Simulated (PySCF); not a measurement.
C₂H₄N₂OSi, SMILES O[Si@H]1C=NC=N1.

Geometry: r2SCAN-D4/def2-SVP. The structure was generated by enumeration; whether it is a known compound was not checked. One conformer was computed; it need not be the lowest.

The numbers are results of SMD-ωB97X/def2-SVP in PySCF, not measurements.

Solvation free energies are E(SMD) − E(gas) at the gas-phase geometry, for 1 M in both phases. In vacuum the dipole moment is 1.56 D.

Estimate the solvation free energies in water, benzene, N,N-dimethylformamide. (Estimate from the structure and the level; the computed values follow.)


| solvent | ΔG(solv) (kcal/mol) | its non-electrostatic (CDS) part | dipole (D) |
|---|---|---|---|
| water | -8.2 | 2.5 | 2.07 |
| benzene | -5.2 | -1.7 | 1.75 |
| N,N-dimethylformamide | -8.2 | -0.4 | 2.04 |
